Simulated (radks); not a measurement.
Values are calculated unless marked as measured or tabulated.
Problem. The mean radii <r> (bohr) of the occupied orbitals of an atom or ion are listed with their occupations. Level of theory: scalar-relativistic Kohn-Sham, exchange-only LDA, spin-polarised, spherical densities, finite nucleus; Fermi nuclear charge, rms radius of each element as measured or else 0.836 A^(1/3) + 0.57 fm (a radial shooting solver on a logarithmic mesh with Libxc functionals).

orbital  occ.      <r>
1s          2  0.02560
2s          2   0.1098
2p          6  0.09623
3s          2   0.2924
3p          6   0.2903
3d         10   0.2668
4s          2   0.6744
4p          6   0.7162
4d         10   0.8015
5s          2    1.632
5p          6    1.903

Name the element and its charge. Open shells, if any, are filled with parallel spins first.

Solution. Z = 56, barium, charge +2: Ba2+ in [Xe]. The 1s radius gives Z: for a bare nucleus <r> = (2 gamma + 1)/(2Z) with gamma = sqrt(1 - (Z/c)^2), 0.02523 bohr for Z = 56, and screening makes it slightly larger (0.02560 here). The occupations add up to 54, and the charge is Z minus that.
